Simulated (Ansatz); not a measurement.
Sn nanocrystals, cubic, H-capped: PBE-D4/def2-TZVP single points in Ansatz on relaxed structures, gas phase. Core potentials for Sn, no spin–orbit coupling. Binding counts from free atoms in the multiplicity of their measured ground term, without zero-point energy. Sets without diffuse functions give affinities that are too small. A dash marks a value that wasn't run or was left out as unsound. The structures are stationary points that may keep the symmetry of their start. Remarks come from the PBE and PBE0 runs and from stability tests at other levels; not every state was tested. A HOMO above zero means that the electron is unbound at that level and held by the basis, or that self-interaction error raises the level; the energy of removing that electron tells which. HOMO above LUMO (over both spins in singlets and doublets, within one spin in higher multiplets; at PBE or PBE0), or a gap under 0.15 eV within one spin, warns that the state may not be the lowest or that an electron is smeared out.

| species | atoms | state | geometry | HOMO (eV) | LUMO (eV) | gap (eV) | vertical EA (eV) | binding per atom (eV) | point group (within 0.1 Å) | remarks |
| --- | --- | --- | --- | --- | --- | --- | --- | --- | --- | --- |
| Sn9H16 | 25 | singlet | PBE-D4/def2-SVP | -6.21 | -2.50 | 3.72 | 1.05 | 2.37 | C2v | HOMO above zero (-1 doublet) |
| Sn13H20 | 33 | singlet | PBE-D4/def2-SVP | -6.00 | -2.69 | 3.31 | 1.41 | 2.42 | Cs | gap within one spin near zero at PBE or PBE0 (-1 doublet) |
| Sn20H28 | 48 | singlet | PBE-D4/def2-SVP | -5.80 | -2.96 | 2.85 | – | 2.46 | C2 | gap within one spin near zero at PBE or PBE0 (-1 doublet) |
| Sn21H32, disc | 53 | singlet | PBE-D4/def2-SVP | -5.84 | -2.97 | 2.87 | 1.87 | 2.44 | Cs | – |
| Sn22H28 | 50 | singlet | PBE-D4/def2-SVP | -5.80 | -3.06 | 2.74 | 1.98 | 2.49 | C3v | – |
| Sn26H30 | 56 | singlet | PBE-D4/def2-SVP | -5.72 | -3.09 | 2.63 | – | 2.53 | – | gap within one spin near zero at PBE or PBE0 (-1 doublet), HOMO above LUMO (-1 doublet) |

(1) Estimate the rows for Sn10H16 (singlet, PBE-D4/def2-SVP geometry); Sn19H28 (singlet, PBE-D4/def2-SVP geometry).

(1) 
```
species  atoms    state         geometry  HOMO (eV)  LUMO (eV)  gap (eV)  vertical EA (eV)  binding per atom (eV)  point group (within 0.1 Å)                       remarks
Sn10H16     26  singlet  PBE-D4/def2-SVP      -6.20      -2.54      3.66              1.12                   2.41                           –  HOMO above zero (-1 doublet)
Sn19H28     47  singlet  PBE-D4/def2-SVP      -5.84      -3.05      2.79                 –                   2.45                         C3v                             –
```

The gap (eV) runs from 2.63 (Sn26H30) to 3.72 (Sn9H16). It doesn't follow size steadily. The vertical EA (eV) runs from 1.05 (Sn9H16) to 1.98 (Sn22H28). It doesn't follow size steadily. The binding per atom (eV) runs from 2.37 (Sn9H16) to 2.53 (Sn26H30). It doesn't follow size steadily.
